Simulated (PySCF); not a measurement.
Input file for PySCF: R-B3LYP/6-31G* on C2H6 (SMILES CC) with ghost functions, monomers drawn apart or pushed together.

```python
from pyscf import gto, scf, dft, mp
from pyscf.data.elements import chemcore

mol = gto.M(
    atom='''
    C    -0.39968503   -0.65253678    3.62680148
    C     0.42690598    0.62981782    3.60072270
    H     0.19722454   -1.50239904    3.96439183
    H    -0.78677118   -0.89425792    2.63544295
    H    -1.25321818   -0.56074005    4.30169085
    H     0.81281367    0.87406689    4.59255336
    H    -0.16935926    1.47925745    3.26100204
    H     1.28119026    0.53787624    2.92733152
    ghost-C   -0.02753316    0.02287696    0.12921450
    ghost-H   -0.98491102   -0.49550397    0.09257225
    ghost-H    0.26732431    0.31149980   -0.87885060
    ghost-H   -0.11932324    0.91197809    0.75091302
    ghost-H    0.72671233   -0.63828296    0.55382927
    ''',
    basis='6-31g*',
    cart=True,
    charge=0, spin=0, verbose=3, max_memory=1800)
mf = dft.RKS(mol, xc='b3lyp')
mf.conv_tol = 1e-8
mf.max_cycle = 100
mf.kernel()
if not mf.converged:
    mf = mf.newton().run(mf.mo_coeff, mf.mo_occ)
```

### Question
What total energy does the run end on?

### Answer
-79.8306 hartree.
